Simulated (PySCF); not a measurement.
CH₆OSSi, SMILES CS[SiH2]O.

Geometry optimised at PBE0-D3(BJ)/def2-SVP. One conformer was computed; it need not be the lowest.

Calculation: PBE0-D3(BJ)/def2-SVP (PySCF).

Frequencies are harmonic and unscaled.

```
mode  ν (cm⁻¹)  IR (km/mol)  Raman (Å⁴/amu)  depolarisation  moving atoms (share of kinetic energy)
----  --------  -----------  --------------  --------------  --------------------------------------
1           51          6.4             0.8            0.73          H 31 %, O 26 %, C 23 %, S 12 %
2          104          0.0             0.1            0.52                                  H 96 %
3          163         30.3             2.5            0.55           H 56 %, C 20 %, O 10 %, S 8 %
4          219         34.8             3.0            0.69         H 54 %, Si 17 %, C 16 %, S 12 %
5          276         63.3             2.0            0.71         O 45 %, S 21 %, H 19 %, Si 15 %
6          507         46.3            10.0            0.22                 Si 43 %, S 40 %, H 13 %
7          577         45.1             5.4            0.51                         H 72 %, Si 20 %
8          731          7.6            10.7            0.30                  C 57 %, S 30 %, H 13 %
9          747         75.0             8.7            0.69                                  H 91 %
10         839        152.4             8.2            0.55                 H 56 %, O 33 %, Si 11 %
11         891         15.3            11.7            0.68                  H 68 %, O 24 %, Si 9 %
12         894        286.1            13.4            0.72                          H 90 %, Si 8 %
13         935        116.7             6.2            0.52                 H 62 %, Si 26 %, O 12 %
14         961         12.7             3.8            0.69                          H 83 %, C 14 %
15         977          0.8             6.8            0.71                          H 80 %, C 16 %
16        1333          3.8             3.3            0.64                          H 86 %, C 13 %
17        1447         11.0            14.9            0.75                                  H 96 %
18        1456          9.2            14.6            0.73                                  H 96 %
19        2207        121.8           123.0            0.17                                  H 97 %
20        2294         97.5           148.6            0.26                                  H 97 %
21        3064         20.1           130.1            0.01                                  H 97 %
22        3174          5.1            54.3            0.75                          H 90 %, C 10 %
23        3187          0.8            94.3            0.66                          H 90 %, C 10 %
24        3938         91.4            69.9            0.26                                  H 94 %
```
